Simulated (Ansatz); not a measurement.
One change: `C[N](C)[ZnH]` becomes `C[N](C)[Zn][Br]`.

Ansatz, PBE0-D4/def2-TZVP geometries, multiplicity 1. Each molecule was computed in one conformer, which needn't be the lowest.

Scalar relativity is left out up to krypton. Spin–orbit coupling is left out; it splits and shifts lone-pair levels of the heavy atoms by tenths of an eV.

```csv
property,`C[N](C)[ZnH]`
HOMO energy (B3LYP/def2-TZVPP) / eV,-5.53
LUMO energy (PBE0/def2-TZVPP) / eV,-0.35
LUMO energy (B3LYP/def2-TZVPP) / eV,-0.63
HOMO energy (PBE0/def2-TZVPP) / eV,-5.70
size of the dipole moment (PBE/def2-TZVPP) / D,0.36
zero-point energy (PBE0-D4/def2-TZVP) / kJ/mol,229.7
```

Problem. Give the same properties after the change, and the shifts. (Best estimate.)

Solution. Computed: 
| property | `C[N](C)[Zn][Br]` | shift |
| --- | --- | --- |
| HOMO energy (B3LYP/def2-TZVPP) / eV | -5.87 | -0.34 |
| LUMO energy (PBE0/def2-TZVPP) / eV | -0.92 | -0.57 |
| LUMO energy (B3LYP/def2-TZVPP) / eV | -1.23 | -0.60 |
| HOMO energy (PBE0/def2-TZVPP) / eV | -6.05 | -0.35 |
| size of the dipole moment (PBE/def2-TZVPP) / D | 1.90 | 1.54 |
| zero-point energy (PBE0-D4/def2-TZVP) / kJ/mol | 215.3 | -14.4 |

With PBE0 the HOMO falls by 0.35 eV and the LUMO falls by 0.57 eV, so the gap narrows by about 0.22 eV. PBE moves the HOMO by -0.31 eV and ωB97M-V by -0.35 eV. Dipoles are sizes alone; their direction can turn.

B3LYP here is the variant with VWN-RPA as its local correlation; programs differ in this.
